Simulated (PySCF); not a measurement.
**VNCl₂, singlet: computed properties**

Computed with PBE in PySCF with V def2-SVP, N def2-SVP, Cl def2-SVP; no relativity; density-fitted integrals.

The structure is a minimum.

Z-matrix (Å, degrees; charge 0 multiplicity 1):
```
V
N  1 1.5284
Cl 1 2.1823 2 109.74
Cl 1 2.1823 2 109.74 3 -137.01
```

```
Point group                                                                   : Cs
Bond lengths                                                                  : V–Cl 2.182 Å (×2), V–N 1.528 Å
Bond angles                                                                   : Cl–V–Cl 122.3°, Cl–V–N 109.7° (×2)
Principal quadrupole moments (Buckingham, traceless) about the centre of mass : -4.91, -4.44, 9.36 D Å
Rotational constants                                                          : 0.203, 0.06438, 0.05076 cm⁻¹
Rotational symmetry number                                                    : 1
Entropy at 298.15 K and 1 bar                                                 : 324.3 J/(mol K)
Atomisation energy without zero-point energy                                  : 1494 kJ/mol
Principal polarisabilities                                                    : 26.4, 50.0, 72.3 bohr³
Zero-point energy                                                             : 15.6 kJ/mol
Lowest empty level                                                            : -5.17 eV
Enthalpy at 298.15 K above 0 K                                                : 16.20 kJ/mol
Dipole moment                                                                 : 2.80 D
Highest occupied level                                                        : -7.00 eV
Heat capacity Cp at 298.15 K                                                  : 68.9 J/(mol K)
```

Harmonic modes (masses in u: V 50.944, N 14.003, Cl 34.969):
```csv
symmetry,ω (cm⁻¹),IR (km/mol),type
a',78,17.6,bend
a',180,17.9,bend
a'',267,1.0,bend
a',394,22.3,stretch
a'',498,99.5,mixed
a',1196,83.7,stretch
```

Charges (e):
| atom | Mulliken | Löwdin | polar tensor | Mayer order to V1 |
| --- | --- | --- | --- | --- |
| V1 | 0.64 | 0.00 | 1.42 | – |
| N2 | -0.24 | -0.02 | -0.49 | 2.96 |
| Cl3,4 | -0.20 | 0.01 | -0.46 | 1.26 |

Mulliken populations on V1: s 6.20, p 12.58, d 3.56, f 0.02.

Outer orbital energies (eV). occupied: -9.29, -8.70, -8.65, -8.40, -8.19, -8.00, -7.24, -7.00; empty: -5.17, -4.86, -2.92, -1.71.

Formally V is in oxidation state +5, d0. The polar-tensor charge on V, 1.42, is far below the formal one.

Other isomers or separated fragments may lie lower.

The final relaxation and frequency run took roughly 80 core-seconds on a shared host.
